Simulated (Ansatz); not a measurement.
Cost and result for the atomization energy of C$_{4}$H$_{10}$BN, SMILES `BN(C)CC=C` (16 atoms, 15 bonds).

Cartesian coordinates in Å:
```
B -1.0046 -0.8737 1.4634
N -0.6263 0.1049 0.5582
C -1.5039 0.6210 -0.4724
C 0.6927 0.7000 0.5587
C 1.6176 0.1916 -0.5071
C 1.4140 -0.8757 -1.2632
H -2.1066 -1.3368 1.3924
H -0.2175 -1.2257 2.2946
H -2.4550 0.0929 -0.4381
H -1.6898 1.6902 -0.3202
H -1.0640 0.4954 -1.4658
H 0.5990 1.7897 0.4555
H 1.1528 0.5241 1.5358
H 2.5337 0.7663 -0.6260
H 2.1434 -1.1894 -1.9999
H 0.5147 -1.4748 -1.1659
```

Total charge 0; spin multiplicity 1. All single points use the PBE0-D4/def2-TZVP geometry. It is one conformer, not always the lowest. Program: Ansatz. All runs use 4 threads of an Arm Neoverse V1 on a shared host. Times are those of one run each, without the atoms' runs, and a repeat can differ threefold. Electronic energies, without spin–orbit coupling; frozen cores. CCSD(T)/CBS adds CCSD(T) − MP2 in def2-TZVPP to the MP2 limit, and its time is that of the two runs behind it. T1 = 0.012.

CCSD(T)/CBS is a level of theory with its own doubt, some kJ/mol a heavy atom from the limit and from the frozen cores, so smaller differences don't rank the functionals.

```json
{"level": "revPBE-D4/def2-TZVPP", "functions": "326", "wall time": "3.7 s"}
{"level": "BLYP-D4/def2-TZVPP", "functions": "326", "wall time": "3.7 s"}
{"level": "PBE0-D4/def2-TZVPP", "functions": "326", "wall time": "4.7 s"}
{"level": "PBE-D4/def2-TZVPP (with forces)", "functions": "326", "wall time": "4.9 s"}
{"level": "CAM-B3LYP-D4/def2-TZVPP", "functions": "326", "wall time": "6 s"}
{"level": "r2SCANh-D4/def2-TZVPP", "functions": "326", "wall time": "8 s"}
{"level": "PBE-QIDH/def2-TZVPP", "functions": "326", "wall time": "11 s"}
{"level": "ωB97X-V/def2-TZVPP", "functions": "326", "wall time": "13 s"}
{"level": "B97M-V/def2-TZVPP", "functions": "326", "wall time": "15 s"}
{"level": "CCSD(T)/def2-SVP", "functions": "134", "wall time": "20 s"}
{"level": "MP2/def2-QZVPP", "functions": "642", "wall time": "64 s"}
{"level": "CCSD(T)/def2-TZVPP", "functions": "326", "wall time": "27 min"}
{"level": "CCSD(T)/CBS(def2)", "functions": "–", "wall time": "28 min"}
```

Task: What atomization energy does each give, and how far from CCSD(T)/CBS? (Best estimate.)

Result: Ansatz gave: 
| level | atomization (kcal/mol) | difference from CCSD(T)/CBS | per bond |
| --- | --- | --- | --- |
| revPBE-D4/def2-TZVPP | 1522.8 | 3.8 | 0.3 |
| BLYP-D4/def2-TZVPP | 1525.3 | 6.3 | 0.4 |
| PBE0-D4/def2-TZVPP | 1534.1 | 15.1 | 1.0 |
| PBE-D4/def2-TZVPP (with forces) | 1556.9 | 37.9 | 2.5 |
| CAM-B3LYP-D4/def2-TZVPP | 1534.7 | 15.7 | 1.0 |
| r2SCANh-D4/def2-TZVPP | 1518.3 | -0.7 | 0.0 |
| PBE-QIDH/def2-TZVPP | 1518.6 | -0.4 | 0.0 |
| ωB97X-V/def2-TZVPP | 1524.8 | 5.8 | 0.4 |
| B97M-V/def2-TZVPP | 1524.5 | 5.5 | 0.4 |
| CCSD(T)/def2-SVP | 1460.9 | -58.1 | -3.9 |
| MP2/def2-QZVPP | 1523.5 | 4.5 | 0.3 |
| CCSD(T)/def2-TZVPP | 1485.2 | -33.8 | -2.3 |
| CCSD(T)/CBS(def2) | 1519.0 | 0.0 | 0.0 |

From BLYP to BHLYP (50 % exact exchange), in def2-TZVPP and without D4, the atomization energy moves by −25.6 kcal/mol: exact exchange takes away binding that semilocal exchange gives to molecules. In def2-TZVPP, CCSD(T) changes the Hartree–Fock value by +350.0 kcal/mol (the triples alone add +20.6 kcal/mol) and MP2 by +368.4 kcal/mol; breaking electron pairs costs correlation energy, which Hartree–Fock lacks. Leaving LDA and LC-ωPBE aside and taking each functional with its dispersion term where it has one, the values, not all of them listed here, spread over 65.9 kcal/mol, from BHLYP-D4 to PBE-D4. LDA lies +185.1 kcal/mol from PBE without D4, its usual overbinding.
